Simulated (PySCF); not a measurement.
## Radial density of La(2+) (lanthanum, charge +2)

BP86, [Xe] 5d1, 2D determinant. Computed with PySCF 2.14 in def2-TZVPPD with the def2 core potential (46 electrons), with scalar relativity through the core potential. This is the valence pseudo-density: the core potential removes the inner electrons and smooths the orbitals near the nucleus.

```csv
r (bohr),4πr²ρ (e/bohr),4πr²(ρα − ρβ)
0.110,3.089e-05,0.0000
0.185,0.0001458,0.0000
0.311,0.001205,0.0000
0.523,0.03008,0.0003
0.880,1.226,0.0118
1.48,6.740,0.2390
2.49,2.299,0.4480
4.19,0.1350,0.1022
7.04,0.001322,0.0013
```

Energies and moments cover only the electrons outside the core potential. Spin-orbit coupling, absent here, splits the open shell strongly.
